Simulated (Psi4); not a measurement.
C4H5, doublet, at a GFN2-xTB geometry; M06-2X/6-31G in Psi4.

Psi4 was given this input:
```
memory 2 GB

molecule mol {
0 2
  C    -0.016699   -0.144733    2.054516
  C    -0.005726   -0.050217    0.705697
  C     0.004207    0.034133   -0.513104
  C     0.015858    0.137252   -1.950679
  H    -0.945061   -0.199820    2.594000
  H     0.902734   -0.165853    2.611411
  H    -0.000598    1.187288   -2.252760
  H     0.917223   -0.323779   -2.357243
  H    -0.860138   -0.356451   -2.373990
no_reorient
}

set basis 6-31g
set reference uks

energy('m06-2x')
print_variables()
```

What the program printed (banner, timings and long lists left out):

```
   => Loading Basis Set <=

    Name: 6-31G
    Role: ORBITAL
    Keyword: BASIS

         ---------------------------------------------------------
                                   SCF
               by Justin Turney, Rob Parrish, Andy Simmonett
                          and Daniel G. A. Smith
                              UKS Reference
         ---------------------------------------------------------

  ==> Geometry <==

    Molecular point group: c1
    Full point group: C1

    Geometry (in Angstrom), charge = 0, multiplicity = 2:

       Center              X                  Y                   Z               Mass
    ------------   -----------------  -----------------  -----------------  -----------------
         C           -0.016434116341    -0.142087996762     2.021245079087    12.000000000000
         C           -0.005461116341    -0.047571996762     0.672426079087    12.000000000000
         C            0.004471883659     0.036778003238    -0.546374920913    12.000000000000
         C            0.016122883659     0.139897003238    -1.983949920913    12.000000000000
         H           -0.944796116341    -0.197174996762     2.560729079087     1.007825032230
         H            0.902998883659    -0.163207996762     2.578140079087     1.007825032230
         H           -0.000333116341     1.189933003238    -2.286030920913     1.007825032230
         H            0.917487883659    -0.321133996762    -2.390513920913     1.007825032230
         H           -0.859873116341    -0.353805996762    -2.407260920913     1.007825032230

  Running in c1 symmetry.

  Rotational constants: A =      3.44700  B =      0.12243  C =      0.12090 [cm^-1]
  Rotational constants: A = 103338.55170  B =   3670.36863  C =   3624.64051 [MHz]
  Nuclear repulsion =   94.588218886206974

  Charge       = 0
  Multiplicity = 2
  Electrons    = 29
  Nalpha       = 15
  Nbeta        = 14

  ==> Algorithm <==

  SCF Algorithm Type is DF.
  DIIS enabled.
  MOM disabled.
  Fractional occupation disabled.
  Guess Type is SAD.
  Energy threshold   = 1.00e-06
  Density threshold  = 1.00e-06
  Integral threshold = 1.00e-12

  ==> Primary Basis <==

  Basis Set: 6-31G
    Blend: 6-31G
    Number of shells: 30
    Number of basis functions: 46
    Number of Cartesian functions: 46
    Spherical Harmonics?: false
    Max angular momentum: 1

  ==> DFT Potential <==

   => LibXC <=

    Version 7.1.2
    S. Lehtola, C. Steigemann, M. J. T. Oliveira, and M. A. L. Marques,  SoftwareX 7, 1–5 (2018) (10.1016/j.softx.2017.11.002)

   => Composite Functional: M06-2X <=

    Hybrid M06-2X Meta-GGA XC Functional  (10.1007/s00214-007-0310-x)
    Y. Zhao and D. G. Truhlar,  Theor. Chem. Acc., 120, 215, 2008

    Deriv               =              1
    GGA                 =           TRUE
    Meta                =           TRUE

    Exchange Hybrid     =           TRUE
    MP2 Hybrid          =          FALSE

   => Exchange Functionals <=

    1.0000   XC_HYB_MGGA_X_M06_2X

   => Exact (HF) Exchange <=

    0.5400               HF

   => Correlation Functionals <=

    1.0000   XC_MGGA_C_M06_2X

   => LibXC Density Thresholds  <==

    XC_MGGA_C_M06_2X:  1.00E-12
    XC_HYB_MGGA_X_M06_2X:  1.00E-15

   => Molecular Quadrature <=

    Radial Scheme          =       TREUTLER
    Pruning Scheme         =           NONE
    Nuclear Scheme         =       TREUTLER

    Blocking Scheme        =         OCTREE
    BS radius alpha        =              1
    Pruning alpha          =              1
    Radial Points          =             75
    Spherical Points       =            302
    Total Points           =         192911
    Total Blocks           =           1518
    Max Points             =            256
    Max Functions          =             45
    Weights Tolerance      =       1.00E-15

   => Loading Basis Set <=

    Name: (6-31G AUX)
    Role: JKFIT
    Keyword: DF_BASIS_SCF

  ==> Integral Setup <==

  SCF_SUBTYPE=INCORE selected. In-core MEM_DF algorithm will be used.
  Using in-core AOs.

  ==> MemDFJK: Density-Fitted J/K Matrices <==

    J tasked:                   Yes
    K tasked:                   Yes
    wK tasked:                   No
    Algorithm:                 Core
    Schwarz Cutoff:           1E-12
    Mask sparsity (%):       1.7013
    Fitting Condition:        1E-10

   => Auxiliary Basis Set <=

  Basis Set: (6-31G AUX)
    Blend: CC-PVDZ-JKFIT
    Number of shells: 141
    Number of basis functions: 449
    Number of Cartesian functions: 449
    Spherical Harmonics?: false
    Max angular momentum: 3

  Minimum eigenvalue in the overlap matrix is 2.5623239526E-04.
  Reciprocal condition number of the overlap matrix is 5.4723616622E-05.
    Using symmetric orthogonalization.

  ==> Pre-Iterations <==

  SCF Guess: Superposition of Atomic Densities via on-the-fly atomic UHF (no occupation information).

   -------------------------
    Irrep   Nso     Nmo
   -------------------------
     A         46      46
   -------------------------
    Total      46      46
   -------------------------

  ==> Iterations <==

                           Total Energy        Delta E     RMS |[F,P]|

   @DF-UKS iter SAD:  -154.54277400353837   -1.54543e+02   0.00000e+00
   @DF-UKS iter   1:  -155.05986147358323   -5.17087e-01   1.05718e-02 DIIS/ADIIS
   @DF-UKS iter   2:  -155.14284973366972   -8.29883e-02   7.28368e-03 DIIS/ADIIS
   @DF-UKS iter   3:  -155.20498427890402   -6.21345e-02   1.13359e-03 DIIS/ADIIS
   @DF-UKS iter   4:  -155.20631008618759   -1.32581e-03   5.61120e-04 DIIS/ADIIS
   @DF-UKS iter   5:  -155.20683667007239   -5.26584e-04   1.55261e-04 DIIS/ADIIS
   @DF-UKS iter   6:  -155.20691013628212   -7.34662e-05   7.22082e-05 DIIS
   @DF-UKS iter   7:  -155.20694015657043   -3.00203e-05   1.73378e-05 DIIS
   @DF-UKS iter   8:  -155.20694226865055   -2.11208e-06   6.37807e-06 DIIS
   @DF-UKS iter   9:  -155.20694239055970   -1.21909e-07   3.06050e-06 DIIS
   @DF-UKS iter  10:  -155.20694242774732   -3.71876e-08   4.45518e-07 DIIS
  Energy and wave function converged.

  ==> Post-Iterations <==

   Electrons on quadrature grid:
      Nalpha   =   15.0000000791 ; deviation = 7.907e-08
      Nbeta    =   14.0000009692 ; deviation = 9.692e-07
      Ntotal   =   29.0000010482 ; deviation = 1.048e-06

   @Spin Contamination Metric:   2.156771443E-02
   @S^2 Expected:                7.500000000E-01
   @S^2 Observed:                7.715677144E-01
   @S   Expected:                5.000000000E-01
   @S   Observed:                5.000000000E-01

    Orbital Energies [Eh]
    ---------------------

    Alpha Occupied:

[...]
    Alpha Virtual:

[...]
      46A      1.771670

    Beta Occupied:

[...]
    Beta Virtual:

[...]
    Final Occupation by Irrep:
              A
    DOCC [    14 ]
    SOCC [     1 ]
    NA   [    15 ]
    NB   [    14 ]

  @DF-UKS Final Energy:  -155.20694242774732

   => Energetics <=

    Nuclear Repulsion Energy =             94.5882188862069739
    One-Electron Energy =                -394.2038318296969237
    Two-Electron Energy =                 155.7179396816726467
    DFT Exchange-Correlation Energy =     -11.3092691659300080
    Empirical Dispersion Energy =           0.0000000000000000
    VV10 Nonlocal Energy =                  0.0000000000000000
    Total Energy =                       -155.2069424277473217

  UHF NO Occupations:
  HONO-2 :   13  A 1.9983019
  HONO-1 :   14  A 1.9920943
  HONO-0 :   15  A 1.0000000
  LUNO+0 :   16  A 0.0079057
  LUNO+1 :   17  A 0.0016981
  LUNO+2 :   18  A 0.0004315
  LUNO+3 :   19  A 0.0003195

Computation Completed

Properties will be evaluated at   0.000000,   0.000000,   0.000000 [a0]

Properties computed using the SCF density matrix

 Multipole Moments:

 ------------------------------------------------------------------------------------
     Multipole            Electronic (a.u.)      Nuclear  (a.u.)        Total (a.u.)
 ------------------------------------------------------------------------------------

 L = 1.  Multiply by 2.5417464519 to convert [e a0] to [Debye]
 Dipole X            :         -0.0118848            0.0145162            0.0026314
 Dipole Y            :         -0.1161153            0.1449422            0.0288268
 Dipole Z            :          1.4878050           -1.8233187           -0.3355138
 Magnitude           :                                                    0.3367601

 ------------------------------------------------------------------------------------

  Variable Map:
  ----------------------------------------------------------------------------
[...]
  Array Variable Map:
  ----------------------------------------------------------------------------
[...]
[...]
```
